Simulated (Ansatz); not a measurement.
The cluster Ge₃S₆. Total charge 0; singlet. Geometry r2SCAN-D4/def2-SVP.

```xyz
9

Ge   -1.6373    0.9093    0.0362
Ge    0.5457   -0.7194   -2.4288
Ge    1.5373   -0.1515    1.0627
S     2.2980   -0.0330   -0.9356
S     2.0385    0.3790    2.9499
S    -0.4522   -2.2495   -0.9209
S    -1.0047    1.0658   -2.0037
S    -0.6477   -1.1515    0.8159
S    -2.6777    1.9509    1.4243
```

Another isomer (singlet) lies 0.02 eV lower at r2SCAN-D4/def2-TZVP; other spin states weren't run for this one.

**Question.** Estimate the orbital energies around the gap (eV) in Ansatz with PBE-D4/def2-TZVP, r2SCAN-D4/def2-TZVP, PBE0-D4/def2-TZVP.

**Answer.** 
```json
{"orbital": "HOMO−5", "PBE-D4/def2-TZVP": "-7.20", "r2SCAN-D4/def2-TZVP": "-7.54", "PBE0-D4/def2-TZVP": "-8.44"}
{"orbital": "HOMO−4", "PBE-D4/def2-TZVP": "-7.02", "r2SCAN-D4/def2-TZVP": "-7.34", "PBE0-D4/def2-TZVP": "-8.13"}
{"orbital": "HOMO−3", "PBE-D4/def2-TZVP": "-6.81", "r2SCAN-D4/def2-TZVP": "-7.10", "PBE0-D4/def2-TZVP": "-7.90"}
{"orbital": "HOMO−2", "PBE-D4/def2-TZVP": "-6.67", "r2SCAN-D4/def2-TZVP": "-6.98", "PBE0-D4/def2-TZVP": "-7.77"}
{"orbital": "HOMO−1", "PBE-D4/def2-TZVP": "-6.47", "r2SCAN-D4/def2-TZVP": "-6.75", "PBE0-D4/def2-TZVP": "-7.50"}
{"orbital": "HOMO", "PBE-D4/def2-TZVP": "-6.30", "r2SCAN-D4/def2-TZVP": "-6.59", "PBE0-D4/def2-TZVP": "-7.43"}
{"orbital": "LUMO", "PBE-D4/def2-TZVP": "-4.09", "r2SCAN-D4/def2-TZVP": "-4.12", "PBE0-D4/def2-TZVP": "-3.52"}
{"orbital": "LUMO+1", "PBE-D4/def2-TZVP": "-3.60", "r2SCAN-D4/def2-TZVP": "-3.54", "PBE0-D4/def2-TZVP": "-2.89"}
{"orbital": "LUMO+2", "PBE-D4/def2-TZVP": "-3.41", "r2SCAN-D4/def2-TZVP": "-3.34", "PBE0-D4/def2-TZVP": "-2.66"}
{"orbital": "LUMO+3", "PBE-D4/def2-TZVP": "-3.34", "r2SCAN-D4/def2-TZVP": "-3.28", "PBE0-D4/def2-TZVP": "-2.53"}
{"orbital": "LUMO+4", "PBE-D4/def2-TZVP": "-2.70", "r2SCAN-D4/def2-TZVP": "-2.68", "PBE0-D4/def2-TZVP": "-2.00"}
{"orbital": "LUMO+5", "PBE-D4/def2-TZVP": "-2.04", "r2SCAN-D4/def2-TZVP": "-1.94", "PBE0-D4/def2-TZVP": "-1.32"}
```
